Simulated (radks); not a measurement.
Results of a calculation; reference values are marked as such.
Problem. Species: Dy II. Configuration: [Xe] 4f10 6s1 (the NIST ground configuration). Code: a radial shooting solver on a logarithmic mesh with Libxc functionals. Model: Dirac Kohn-Sham, PBE, spin-unpolarised, spherical densities, point nucleus; open shells are shared between the two j in proportion to 2j + 1.

Spin-orbit splittings of the eigenvalues, e(l+1/2) - e(l-1/2), with zeta = 2 splitting/(2l+1) and mean radii in bohr:

shell  occ.  splitting (eV)  zeta (eV)  <r> j=l-1/2  <r> j=l+1/2
2p        6               ?          ?      0.07438      0.08143
3p        6           166.2      110.8       0.2238       0.2371
3d       10           36.29      14.52       0.2096       0.2138
4p        6           37.13      24.76       0.5404       0.5710
4d       10           6.723      2.689       0.6036       0.6145
4f       10          0.8784     0.2510       0.8644       0.8847
5p        6           4.689      3.126        1.471        1.577

Estimate the 2p splitting.

Solution. 800.3 eV (zeta = 533.5 eV).
